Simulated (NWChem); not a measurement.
System: CCl$_{3}$F; SMILES C(Cl)(Cl)(Cl)F

The following NWChem deck was run.

```
start job
memory heap 200 mb stack 900 mb global 1100 mb
geometry units angstroms noautoz
  F      0.000000     0.000000     1.581889
  C      0.000000     0.000000     0.255563
  Cl     1.316118    -1.035361    -0.308385
  Cl    -1.554708    -0.622112    -0.308385
  Cl     0.238589     1.657472    -0.308385
end
basis spherical
  * library 3-21g
end
dft
  xc b3lyp
  iterations 150
  mulliken
end
task dft energy
```

Coordinates come from a PBE0/def2-SVP optimisation.

Problem. Give the results of this calculation. (B3LYP/3-21G.) Quantities: basis functions; energy (Ha); highest occupied level (eV); orbital gap (eV); dipole (D).

Solution. 
| Property | Result |
|---|---|
| number of basis functions | 57 |
| energy (Ha) | -1511.12 |
| highest occupied level (eV) | -8.99 |
| orbital gap (eV) | 7.37 |
| dipole (D) | 0.13 |
